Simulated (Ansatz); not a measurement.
Computed with Ansatz on PBE0-D4/def2-TZVP structures; ΔE is electronic, products minus reactants. CBS: MP2 limit from def2 TZ/QZ plus the TZ coupled-cluster correction, frozen cores. DFT in def2-TZVPP. B3LYP here is the variant with VWN-RPA as its local correlation; programs differ in this. One conformer a species, not always the lowest.

Consider the isomerisation: `CC(C)C(C)(C)C(C)C` → `CC(C)(C)CC(C)(C)C`.

(1) Is it downhill or uphill in electronic energy at CCSD(T)/CBS, and by how much? (An estimate is asked.)

(2) What do these levels give: PBE-D4, B97M-V, B3LYP-D4, r2SCAN0, CCSD/def2-TZVPP, HF/def2-QZVPP? (Estimate.)

Largest T1 diagnostic among the species: 0.009.

## Answers

(1) Ansatz gave: Downhill: ΔE = -4.3 kJ/mol.

(2) The calculation gave: PBE-D4 -3.5, B97M-V -5.4, B3LYP-D4 -4.4, r2SCAN0 -5.1, CCSD/def2-TZVPP -5.8, HF/def2-QZVPP -12.3 kJ/mol.

In def2-TZVPP, CCSD(T) changes the Hartree–Fock value by +7.3 kJ/mol (the triples alone add +0.9 kJ/mol) and MP2 by +7.5 kJ/mol. The D4 term adds +3.6 kJ/mol with B3LYP and +2.0 kJ/mol with PBE0; it sums over pairs of atoms, weighted by their polarisabilities, and B3LYP, whose exchange is more repulsive, gets the larger term. Leaving LDA and LC-ωPBE aside and taking each functional with its dispersion term where it has one, the values, not all of them listed here, spread over 4.3 kJ/mol, from B2PLYP to revPBE-D4. LDA lies +6.3 kJ/mol from PBE without D4.
